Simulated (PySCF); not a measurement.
# Radial density of He (helium, neutral)

UHF, 1s2, closed-shell 1S. Calculation: PySCF 2.14, in def2-TZVP (3s1p, 6 functions); the non-relativistic Hamiltonian (point nucleus).

```tsv
r (bohr)	4πr²ρ (e/bohr)
0.0162	0.01037
0.0272	0.02885
0.0457	0.07808
0.0769	0.1981
0.129	0.4517
0.218	0.9160
0.366	1.482
0.616	1.732
1.04	1.186
1.74	0.3636
2.93	0.03231
4.93	4.090e-05
```
